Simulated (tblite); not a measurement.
dimethylacetylene (C₄H₆), singlet, at a GFN2-xTB geometry; tblite with GFN1-xTB.

tblite was given this input:
```
$ tblite run mol.xyz --method gfn1 --charge 0 --spin 0 --efield 0,0,0.1 --json tblite.json --no-restart

# file mol.xyz
10

C      0.00350171     0.00681221     2.04717461
C      0.00102454     0.00199315     0.59897157
C     -0.00102454    -0.00199315    -0.59897157
C     -0.00350171    -0.00681221    -2.04717461
H     -0.01660974     1.03166869     2.41791685
H     -0.87195983    -0.52171478     2.42454899
H      0.90099445    -0.48578258     2.42139677
H     -0.02489300     1.01555447    -2.42465823
H      0.89271120    -0.50189680    -2.42117830
H     -0.88024308    -0.53782899    -2.41802609
```

Q: What does tblite print? Leave out banner, timings and long lists.

A: 
```
xTB calculator
 | screened Coulomb repulsion
 | Coulomb electrostatics
 |  * isotropic Klopman-Ohno-Mataga-Nishimoto electrostatics
 |  * onsite third-order electrostatics
 | DFT-D3(BJ) dispersion correction
 | Interactions (1)
 | [1] electric field

halogen bonding energy    0.0000000000000E+00 Eh
repulsion energy          2.5264940000938E-01 Eh
dispersion energy        -2.3516575113545E-03 Eh
interaction energy        0.0000000000000E+00 Eh
number of electrons       2.2000000000000E+01 e
integral cutoff           1.9731147476801E+01 bohr

------------------------------------------------------------
  cycle        total energy    energy error   density error
------------------------------------------------------------
      1     -11.62974783979  -1.1880046E+01   4.0563824E-01
      2     -11.63193911716  -2.1912774E-03   2.4537611E-01
      3     -11.63178683794   1.5227923E-04   9.0033424E-03
      4     -11.63202576963  -2.3893169E-04   2.4290413E-03
      5     -11.63204371416  -1.7944535E-05   2.9851585E-04
      6     -11.63204383733  -1.2316981E-07   2.8564154E-05
      7     -11.63204383902  -1.6898110E-09   7.0657513E-06
------------------------------------------------------------

electronic energy        -1.1882341581523E+01 Eh
total energy             -1.1632043839025E+01 Eh

Post processing:
 | Mayer-Wiberg bond orders

[Info] JSON dump of results written to 'tblite.json'
```
